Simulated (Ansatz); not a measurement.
**Worked example: GeH2Br2 + SiH3 → GeH2Br + SiH3Br**

Species: GeH2Br2 `[Br][GeH2][Br]`, singlet; SiH3 `[SiH3]`, doublet; GeH2Br `[GeH2][Br]`, doublet; SiH3Br `[SiH3]Br`, singlet. A radical takes Br: the energy is the difference in strength between the Ge–Br bond broken and the Si–Br bond made.

Shapes, held fixed at every level: PBE0-D4/def2-TZVP. Programs: Ansatz 0.2.0. The zero-point and thermal change to 298 K, harmonic and unscaled (PBE0-D4/def2-TZVP), is +2.1 kJ/mol.

At CCSD(T)/def2-TZVPP; 1 Eh = 2625.50 kJ/mol:

```
species   energy (Eh)
GeH2Br2  -7222.301184
   SiH3   -290.783840
 GeH2Br  -4649.503233
 SiH3Br  -2863.596019
```

Work out ΔH(298 K) of the reaction at this level.


1. Products less reactants: (-4649.503233) + (-2863.596019) − [(-7222.301184) + (-290.783840)] = -0.014228 Eh = -37.4 kJ/mol.
2. With the thermal change: -37.4 + (+2.1) = -35.3 kJ/mol.

Other levels give -43.4 (B3LYP-D4/def2-TZVPP) to -29.7 kJ/mol (MP2/def2-SVP). No measured value is set beside it here. Open shells run unrestricted. Relativity is left out for Br, Ge. Outer-core shells of Br, Ge are correlated, in sets that cover them unevenly.
